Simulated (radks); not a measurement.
Effect of the nuclear size on the erbium ion Er3+, [Xe] 4f11. Calculated with a radial shooting solver on a logarithmic mesh with Libxc functionals: Dirac Kohn-Sham, BLYP, spin-unpolarised, spherical densities, finite nucleus; open shells fill j = l - 1/2 first; Fermi nuclear charge, rms radius 5.2516 fm. The rms radius is varied about that value; shifts are against it.

| rms radius (fm) | total energy shift (eV) | density at nucleus (e/bohr^3) | 1s1/2 shift (meV) | 2s1/2 shift (meV) | 4p1/2 shift (meV) | 5s1/2 shift (meV) | 5p1/2 shift (meV) | 4f7/2 shift (meV) | 6s1/2 (empty) shift (meV) |
|---|---|---|---|---|---|---|---|---|---|
| 4.5374 | -8.17 | 9.109e+05 | -3340 | -446 | 0.172 | -3.79 | 0.114 | 0.470 | -0.631 |
| 5.0573 | -2.31 | 8.827e+05 | -944 | -126 | 0.048 | -1.07 | 0.032 | 0.133 | -0.178 |
| 5.2516 | 0 | 8.731e+05 | 0.000 | 0.000 | 0.000 | 0.000 | 0.000 | 0.000 | 0.000 |
| 5.4144 | 1.98 | 8.654e+05 | 811 | 108 | -0.041 | 0.917 | -0.028 | -0.114 | 0.153 |
| 6.3544 | 14.2 | 8.261e+05 | 5830 | 778 | -0.293 | 6.60 | -0.198 | -0.820 | 1.10 |

Slopes of the eigenvalues against <r^2> in GHz/fm^2, as finite differences over the two radii next to the reference (eigenvalue slopes, not the field-shift constants of lines): 1s1/2 113000, 2s1/2 15100, 4p1/2 -5.78, 5s1/2 128, 5p1/2 -3.87, 4f7/2 -16.0, 6s1/2 (empty) 21.4.
